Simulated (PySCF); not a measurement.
**O²⁺ (oxygen, charge +2) across methods**

[He] 2s1 2p2 3s1, high-spin 5P determinant (an excited configuration). Calculation: PySCF 2.14, in dyall-acv3z (15s9p4d2f, 76 functions); scalar relativity by spin-free X2C-1e.

```json
{"method": "M06-2X", "E (hartree)": "-71.7752", "mean ε 2s α (eV)": "-77.359", "mean ε 2p α (eV)": "-61.929", "mean ε 3s α (eV)": "-20.711", "Σ⟨r²⟩ (bohr²)": "12.59", "⟨S²⟩": "6.000"}
{"method": "BLYP", "E (hartree)": "-71.7865", "mean ε 2s α (eV)": "-70.561", "mean ε 2p α (eV)": "-56.275", "mean ε 3s α (eV)": "-18.617", "Σ⟨r²⟩ (bohr²)": "12.70", "⟨S²⟩": "6.000"}
{"method": "UHF", "E (hartree)": "-71.69870", "mean ε 2s α (eV)": "-85.491", "mean ε 2p α (eV)": "-68.499", "mean ε 3s α (eV)": "-21.572", "Σ⟨r²⟩ (bohr²)": "13.00", "⟨S²⟩": "6.000"}
{"method": "LDA", "E (hartree)": "-71.2372", "mean ε 2s α (eV)": "-70.563", "mean ε 2p α (eV)": "-56.350", "mean ε 3s α (eV)": "-18.904", "Σ⟨r²⟩ (bohr²)": "12.68", "⟨S²⟩": "6.000"}
{"method": "PBE", "E (hartree)": "-71.7346", "mean ε 2s α (eV)": "-70.934", "mean ε 2p α (eV)": "-56.546", "mean ε 3s α (eV)": "-18.878", "Σ⟨r²⟩ (bohr²)": "12.68", "⟨S²⟩": "6.000"}
{"method": "r2SCAN", "E (hartree)": "-71.7969", "mean ε 2s α (eV)": "-72.505", "mean ε 2p α (eV)": "-57.741", "mean ε 3s α (eV)": "-18.905", "Σ⟨r²⟩ (bohr²)": "12.81", "⟨S²⟩": "6.000"}
{"method": "PBE0", "E (hartree)": "-71.7491", "mean ε 2s α (eV)": "-74.672", "mean ε 2p α (eV)": "-59.632", "mean ε 3s α (eV)": "-19.642", "Σ⟨r²⟩ (bohr²)": "12.73", "⟨S²⟩": "6.000"}
{"method": "r2SCANh", "E (hartree)": "-71.7969", "mean ε 2s α (eV)": "-73.812", "mean ε 2p α (eV)": "-58.840", "mean ε 3s α (eV)": "-19.197", "Σ⟨r²⟩ (bohr²)": "12.81", "⟨S²⟩": "6.000"}
{"method": "BHandHLYP", "E (hartree)": "-71.7882", "mean ε 2s α (eV)": "-78.035", "mean ε 2p α (eV)": "-62.429", "mean ε 3s α (eV)": "-20.117", "Σ⟨r²⟩ (bohr²)": "12.84", "⟨S²⟩": "6.000"}
```

The outer electron is Rydberg-like, and this basis confines it to a smaller radius and binds it less than a complete one would.
